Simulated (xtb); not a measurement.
Cl4Sb (SMILES [Cl][Sb+]([Cl])([Cl])[Cl]), charge +1, singlet, at a GFN2-xTB geometry. Base run: GFN2-xTB (xtb 6.7.1).

Here is a job for xtb.
```
$ xtb mol.xyz --gfn 2 --chrg 1 --json

# file mol.xyz
5

Sb    -0.00000000    -0.00000000     0.00000000
Cl     1.84740184    -0.63968342    -1.20239968
Cl     0.62122222     0.48888872     2.15474458
Cl    -0.93603228     1.85924544    -0.96690403
Cl    -1.53259177    -1.70845074     0.01455913
```

The base run was repeated with changes; each row names its change, and settings that it needs were set with it.

```csv
change,ΔE vs base (kJ/mol),HOMO-LUMO gap (eV),G_solv (kcal/mol),SCF cycles
base,0.00,3.82,-,11
gbsa = methanol,___,3.82,___,12
acc = 0.0001,0.00,3.82,-,15
etemp = 1000,0.00,3.82,-,11
etemp = 10000,-100.5,3.80,-,10
alpb = water,-186.7,3.80,-44.76,12
alpb = cs2,-155.0,3.81,-37.08,12
alpb = thf,___,3.81,___,12
```

Q: What belongs in the gaps?

A: 
- gbsa = methanol, ΔE vs base (kJ/mol): -202.8
- gbsa = methanol, G_solv (kcal/mol): -48.46
- alpb = thf, ΔE vs base (kJ/mol): -175.2
- alpb = thf, G_solv (kcal/mol): -41.91

ALPB and GBSA are two models with their own fitted parameters for each solvent, which aren't always the measured dielectric constant.
